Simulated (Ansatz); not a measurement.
Calculated with Ansatz (gas phase, PBE0-D4/def2-TZVP geometries, no zero-point term in ΔE). CBS: MP2 limit from def2 TZ/QZ plus the TZ coupled-cluster correction, frozen cores. This one scheme is used for every species. DFT in def2-TZVPP. B3LYP here is the variant with VWN-RPA as its local correlation; programs differ in this. def2 core potentials past Kr. For Sn outer-core shells are correlated without core-valence functions, which leaves a few kJ/mol of doubt a bond. One conformer a species, not always the lowest.

`C[O][Sn][F]` + `N[SiH2][SiH2]F` → `C[O][Sn][NH2]` + `F[SiH2][SiH2]F`  (redistribution)

`C[O][Sn][F]`:

Cartesian coordinates in Å:
```
C 0.448 -0.701 -0.213
O -0.478 0.096 -0.912
Sn -1.430 1.686 -0.279
F -0.649 1.703 1.509
H 0.636 -0.335 0.802
H 0.075 -1.729 -0.150
H 1.398 -0.721 -0.758
```

`N[SiH2][SiH2]F`:

Cartesian coordinates in Å:
```
N 0.215 -0.901 1.519
Si -0.795 -0.377 0.227
Si 0.479 1.036 -1.145
F 1.839 0.270 -1.553
H 1.134 -1.257 1.312
H -0.186 -1.386 2.307
H -1.396 -1.458 -0.615
H -1.932 0.394 0.802
H -0.234 1.389 -2.402
H 0.875 2.290 -0.451
```

`C[O][Sn][NH2]`:

Cartesian coordinates in Å:
```
C -1.235 -0.579 0.143
O -0.191 -1.268 0.765
Sn 1.721 -0.739 0.776
N 1.483 0.938 -0.324
H -1.363 0.438 0.541
H -2.174 -1.118 0.314
H -1.096 -0.498 -0.944
H 0.609 1.276 -0.696
H 2.245 1.549 -0.575
```

`F[SiH2][SiH2]F`:

Z-matrix (Å, degrees):
```
Si
Si 1 2.355
F 1 1.607 2 107.7
H 1 1.485 2 111.7 3 118.6
H 1 1.485 2 111.8 3 -118.6
F 2 1.607 1 107.7 3 -179.9
H 2 1.485 1 111.7 3 -61.3
H 2 1.485 1 111.7 3 61.4
```

(1) Is it downhill or uphill in electronic energy at CCSD(T)/CBS, and by how much? (An estimate is asked.)

(2) What do these levels give: ωB97X-V, ωB97M-V, B2PLYP, B3LYP, HF/def2-TZVPP, HF/def2-QZVPP? (An estimate is asked.)

Largest T1 diagnostic among the species: 0.017.

Results:

(1) The calculation gave: Downhill: ΔE = -3.2 kJ/mol.

(2) The calculation gave: ωB97X-V 3.6, ωB97M-V 1.7, B2PLYP -1.0, B3LYP 2.8, HF/def2-TZVPP -6.3, HF/def2-QZVPP -5.2 kJ/mol.

From PBE to PBE0 (25 % exact exchange), in def2-TZVPP and without D4, ΔE moves by −3.8 kJ/mol.
